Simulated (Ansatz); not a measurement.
Ideal-gas functions of CHAlF$_{2}$Se (`F[C]1(F)[AlH][Se]1`) at 800 K and 1 bar, from an Ansatz frequency run at PBE0-D4/def2-TZVP.

Molar mass 156.96 g/mol, point group Cs (symmetry number 1), electronic degeneracy 1, moments of inertia 148.284, 240.158, 300.443 u Å². Harmonic wavenumbers (cm⁻¹, unscaled): 176, 215, 276, 340, 420, 473, 482, 597, 658, 1111, 1204, 1987.

Use S(trans) = R[1.5 ln M + 2.5 ln T − 1.1517]; rotational temperatures θ = 24.2544 K / I; S(rot) = R[ln(√π/σ · √(T³/θAθBθC)) + 1.5]; for each mode x = 1.438777 ν̃/T, S = R[x/(eˣ − 1) − ln(1 − e⁻ˣ)] and H = RT x/(eˣ − 1); 1 cm⁻¹ = 0.0119627 kJ/mol; R = 8.31446 J/(mol·K).

Task: By hand: the entropy, in J/(mol·K).

Result: Translation 192.4. Rotation: θ = 0.1636, 0.101, 0.0807 K, giving 128.1. Vibration, mode by mode: 17.91, 16.27, 14.22, 12.53, 10.84, 9.91, 9.76, 8.11, 7.38, 3.82, 3.35, 1.09, in all 115.2. Electronic 0.0. Sum 435.7 J/(mol·K).

Task: By hand: H − E and G − E in kJ/mol, counted from the electronic energy.

Result: Zero-point energy ½ × 7939 × 0.0119627 = 47.5; thermal vibration 45.7; translation, rotation and pV give 4 RT = 26.6. H − E = 119.8 kJ/mol, and G − E = 119.8 − 800 × 435.7/1000 = -228.8 kJ/mol.

Vibration gives 26 % of the entropy.
